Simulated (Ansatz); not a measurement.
`C[O][Sn][CH3]` and `C[O][Sn][Br]` differ in one atom or group.

Ansatz, PBE0-D4/def2-TZVP geometries, multiplicity 1. Each molecule was computed in one conformer, which needn't be the lowest.

Elements past krypton have def2 core potentials. Scalar relativity is left out up to krypton. Spin–orbit coupling is left out; it splits and shifts lone-pair levels of the heavy atoms by tenths of an eV.

```csv
property,`C[O][Sn][CH3]`
LUMO energy (ωB97M-V/def2-TZVPP) / eV,-0.40
size of the dipole moment (B3LYP/def2-TZVPP) / D,1.33
HOMO–LUMO gap (ωB97M-V/def2-TZVPP) / eV,8.12
size of the dipole moment (PBE/def2-TZVPP) / D,1.23
HOMO energy (PBE/def2-TZVPP) / eV,-5.40
HOMO–LUMO gap (PBE/def2-TZVPP) / eV,2.62
```

(1) Give the same properties after the change, and the shifts. (Best estimate.)

Results:

(1) Ansatz gave: 
| property | `C[O][Sn][Br]` | shift |
| --- | --- | --- |
| LUMO energy (ωB97M-V/def2-TZVPP) / eV | -0.83 | -0.43 |
| size of the dipole moment (B3LYP/def2-TZVPP) / D | 1.91 | 0.58 |
| HOMO–LUMO gap (ωB97M-V/def2-TZVPP) / eV | 8.95 | 0.83 |
| size of the dipole moment (PBE/def2-TZVPP) / D | 1.76 | 0.53 |
| HOMO energy (PBE/def2-TZVPP) / eV | -6.58 | -1.18 |
| HOMO–LUMO gap (PBE/def2-TZVPP) / eV | 3.40 | 0.78 |

With PBE0 the HOMO falls by 1.28 eV and the LUMO falls by 0.45 eV, so the gap widens by about 0.83 eV. PBE moves the HOMO by -1.18 eV and ωB97M-V by -1.26 eV. The zero-point energy changes by -89.2 kJ/mol with -9 modes. Dipoles are sizes alone; their direction can turn.

B3LYP here is the variant with VWN-RPA as its local correlation; programs differ in this.
